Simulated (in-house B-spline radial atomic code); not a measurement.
A calculation on Ru: its settings, and results tabulated from the run. Method: non-relativistic LDA VWN5, spherical fractional occupations, point nucleus, inside a hard spherical wall at 1.98 bohr. Calculated with a radial B-spline atomic code at the basis-set limit.

Command:
```bash
python run_scf.py task.json out
```
Settings:
```
Z                44
configuration    [Kr] 4d7 5d1
hamiltonian      nr
method           lda,vwn
spin_polarised   False
wall_radius      1.98
```

Output (hartree, bohr):
```
 radial grid: 40 intervals, B-splines of order 8, outer radius 1.98 bohr

 iter        energy (Eh)    residual
    1       -4422.931418    4.31e-01
    2       -4423.408204    6.27e-02
    3       -4423.433635    2.26e-02
    4       -4423.436656    8.85e-03
    5       -4423.437114    1.90e-03
    6       -4423.437144    2.15e-04
    7       -4423.437144    2.82e-05
    8       -4423.437144    2.34e-07

 total energy                     -4423.43714
 kinetic                            4483.1638
 electron-nucleus                 -10704.2964
 Hartree                            1928.1574
 exchange-correlation               -130.4620

 orbital      occ     eigenvalue          <r>       <r^2>       <1/r>       r_max
 1s         2.000      -779.9234    0.0346631  0.00160763     43.4392     0.02293
 2s         2.000      -107.5754     0.151109   0.0268369     9.82321      0.1279
 2p         6.000       -99.3568     0.129272   0.0203559      9.8286      0.1004
 3s         2.000       -16.7293      0.41819    0.200165     3.42057      0.3746
 3p         6.000       -13.5008     0.412096    0.197512     3.33255      0.3616
 3d        10.000        -7.5178     0.389473    0.182233     3.15817       0.303
 4s         2.000        -0.6496       1.0183     1.14501     1.30829      0.9669
 4p         6.000         0.3511      1.05407     1.22514     1.24276       1.019
 4d         7.000         2.0960      1.11266     1.36193     1.13758       1.129
 5d         1.000         7.5602      1.12473     1.50967     1.32864       1.562
```

Run time, properties included: 0.02 s on 1 thread of Intel(R) Xeon(R) Platinum 8559C, with other jobs on the host.
